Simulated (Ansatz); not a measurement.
Calculated with Ansatz (gas phase, PBE0-D4/def2-TZVP geometries, no zero-point term in ΔE). CBS: MP2 limit from def2 TZ/QZ plus the TZ coupled-cluster correction, frozen cores. This one scheme is used for every species. Functionals use def2-TZVPP. B3LYP here is the variant with VWN-RPA as its local correlation; programs differ in this. For Ge outer-core shells are correlated without core-valence functions, which leaves a few kJ/mol of doubt a bond. Scalar relativity is left out up to krypton. One conformer a species, not always the lowest.

Reaction (hydrogenolysis of a C–N bond): `C=CC[NH][GeH3]` + H₂ → `C=CC` + `[NH2][GeH3]`

```
             level  ΔE (kJ/mol)
          B3LYP-D4        -92.2
           ωB97X-V        -92.6
            B2PLYP        -98.7
               PBE        -97.1
           r2SCANh        -97.5
      MP2/def2-SVP        -83.6
    MP2/def2-QZVPP        -88.5
SCS-MP2/def2-QZVPP        -92.0
```

Question: What does CCSD(T)/CBS give? (Estimate.)

Answer: Ansatz gave: -91.4 kJ/mol. The listed levels differ from it by -0.8, -1.2, -7.3, -5.7, -6.1, 7.8, 2.9, -0.6 kJ/mol.

Largest T1 diagnostic among the species: 0.011.

From PBE to PBE0 (25 % exact exchange), in def2-TZVPP and without D4, ΔE moves by −3.5 kJ/mol. In def2-TZVPP, CCSD(T) changes the Hartree–Fock value by +21.4 kJ/mol (the triples alone add +5.0 kJ/mol) and MP2 by +24.4 kJ/mol.

CCSD(T)/CBS has its own doubt, a few kJ/mol and more with outer-core shells, so smaller differences from it don't rank the levels.
